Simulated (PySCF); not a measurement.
C₂H₆N₂OSi.
Bonds: C1–C2 (triple), C2–Si3, Si3–N4, Si3–N5, Si3–O6. Hydrogens: H7 on C1; H8, H9 on N4; H10, H11 on N5; H12 on O6.

Method: PBE0-D3(BJ)/def2-SVP geometry optimisation, gas phase in PySCF 2.14.0; density fitting, grid level 1; the optimiser is geomeTRIC in internal coordinates, started from a GFN2-xTB structure with every atom displaced at random (about 0.01 Å).

Step 1: E = -15058.3735 eV
```
atom  x, y, z in Å  |  force x, y, z in eV/Å
C1      1.9511   -0.5282    1.8031    0.706  -0.538   0.472
C2      1.1553   -0.4892    0.8885   -0.583   0.470  -0.346
Si3    -0.1412   -0.0507   -0.3535    0.183  -0.048   0.012
N4     -0.3641    1.6534   -0.2697   -0.032  -0.039  -0.144
N5     -1.5196   -0.9870    0.0545   -0.074  -0.090  -0.075
O6      0.3558   -0.3995   -1.9042   -0.032  -0.045  -0.014
H7      2.6948   -0.7029    2.5710   -0.219   0.198  -0.140
H8     -0.9337    2.1075   -0.9758    0.035  -0.004  -0.032
H9     -0.5094    2.0865    0.6316   -0.009   0.043   0.171
H10    -1.3840   -1.9750    0.2489    0.001   0.047  -0.002
H11    -2.3731   -0.8512   -0.4802    0.045   0.000   0.046
H12     1.1093    0.1052   -2.2264   -0.022   0.007   0.053
```

Step 2: E = -15058.3924 eV
```
atom  x, y, z in Å  |  force x, y, z in eV/Å
C1      1.9613   -0.5493    1.7993   -0.007  -0.327  -0.238
C2      1.1480   -0.4753    0.8936    0.012   0.322   0.254
Si3    -0.1428   -0.0447   -0.3494    0.038  -0.063  -0.011
N4     -0.3709    1.6591   -0.2743   -0.042   0.011   0.023
N5     -1.5196   -0.9881    0.0528   -0.010  -0.022  -0.031
O6      0.3576   -0.4028   -1.8958   -0.019  -0.031  -0.026
H7      2.7023   -0.7116    2.5628   -0.029   0.098   0.027
H8     -0.9296    2.1115   -0.9902    0.028   0.003  -0.007
H9     -0.5234    2.0946    0.6294    0.006  -0.022  -0.022
H10    -1.3801   -1.9736    0.2519    0.005   0.007   0.005
H11    -2.3724   -0.8565   -0.4814    0.001   0.008   0.013
H12     1.1110    0.1055   -2.2108    0.015   0.016   0.011
```

Step 3: E = -15058.4108 eV
```
atom  x, y, z in Å  |  force x, y, z in eV/Å
C1      1.9755   -0.5919    1.7851   -0.299  -0.037  -0.388
C2      1.1363   -0.4430    0.9121    0.211   0.103   0.329
Si3    -0.1465   -0.0323   -0.3399   -0.093  -0.079  -0.044
N4     -0.3894    1.6698   -0.2850   -0.028   0.003   0.088
N5     -1.5186   -0.9881    0.0537    0.055   0.046   0.020
O6      0.3690   -0.4054   -1.8778    0.017   0.012  -0.020
H7      2.7190   -0.7436    2.5412    0.122  -0.026   0.132
H8     -0.9247    2.1181   -1.0205    0.012   0.011   0.010
H9     -0.5597    2.1103    0.6145    0.004  -0.022  -0.094
H10    -1.3711   -1.9688    0.2659    0.002  -0.024   0.008
H11    -2.3713   -0.8661   -0.4806   -0.029   0.009  -0.016
H12     1.1227    0.1099   -2.1807    0.026   0.003  -0.023
```

**Question.** Estimate the geometry and energy of step 4. (The exact step hangs on the optimiser's Hessian estimate; all steps are aligned on step 3, rigid shifts and turns removed.)

**Answer.** E = -15058.4179 eV, largest force 0.243 eV/Å
```
atom  x, y, z in Å  |  force x, y, z in eV/Å
C1      1.9838   -0.6230    1.7736   -0.168   0.070  -0.161
C2      1.1289   -0.4138    0.9309    0.122  -0.004   0.141
Si3    -0.1498   -0.0219   -0.3328   -0.066  -0.047  -0.046
N4     -0.4094    1.6778   -0.2959   -0.015  -0.012   0.056
N5     -1.5160   -0.9856    0.0588    0.048   0.037   0.025
O6      0.3847   -0.4033   -1.8636    0.022   0.033   0.008
H7      2.7353   -0.7880    2.5217    0.070  -0.059   0.055
H8     -0.9261    2.1207   -1.0473    0.005   0.010   0.003
H9     -0.5973    2.1261    0.5951   -0.003  -0.002  -0.055
H10    -1.3629   -1.9626    0.2843   -0.005  -0.015   0.002
H11    -2.3695   -0.8727   -0.4767   -0.018   0.004  -0.013
H12     1.1393    0.1153   -2.1601    0.008  -0.013  -0.016
```

The energy changes by -0.0072 eV. The first-order estimate −F·Δx gives -0.0114 eV and the mean of the old and new forces, exact on a quadratic surface, -0.0073 eV. The step makes an angle of 81° with the force vector and moves no atom by more than 0.051 Å.

The cost below is that of the whole optimisation. Hardware: an Arm Neoverse V1 with one thread, no GPU, shared host with 32 logical CPUs at a one-minute load of 24. Cost: 2.3 min wall, 0.52 GiB resident at most.
